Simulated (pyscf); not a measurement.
Single points on ωB97X-D3(BJ)/def2-SVP structures (PySCF, gas phase).

SMILES: [CH3][InH][SiH2]O
```xyz
11

C     -0.6026    -1.8581     1.2798
In    -1.6575    -0.8644    -0.3193
Si    -0.6043     1.0820    -1.5831
O      0.9073     1.3358    -0.8847
H      0.4057    -1.4402     1.4115
H     -1.1597    -1.7467     2.2241
H     -0.5199    -2.9367     1.0709
H     -3.2537    -1.4251    -0.7264
H     -0.4637     0.8007    -3.0518
H     -1.4344     2.3313    -1.5081
H      1.4378     2.0453    -1.2624
```
Charge 0, spin multiplicity 1.

### Question
What is the homolytic dissociation enthalpy (298 K, ωB97M-D3(BJ)/def2-TZVP) of the In–Si bond of H₃C–InH–SiH₂–OH (SMILES [CH3][InH][SiH2]O), to [H₃C–InH]• + HO–SiH₂•?

### Answer
In–Si to [H₃C–InH]• + HO–SiH₂•: 60.6 kcal/mol. The 7 functionals that were run give +54.8 (M06-2X) to +67.7 kcal/mol (ωB97X-D3(BJ)/def2-TZVP). The radicals are drawn with the spin at the cut bond; how far it spreads was not checked. Other isomers of [H₃C–InH]•, HO–SiH₂• were not searched in full and may lie lower. Elements past Kr carry the def2 core potentials, without spin-orbit coupling.
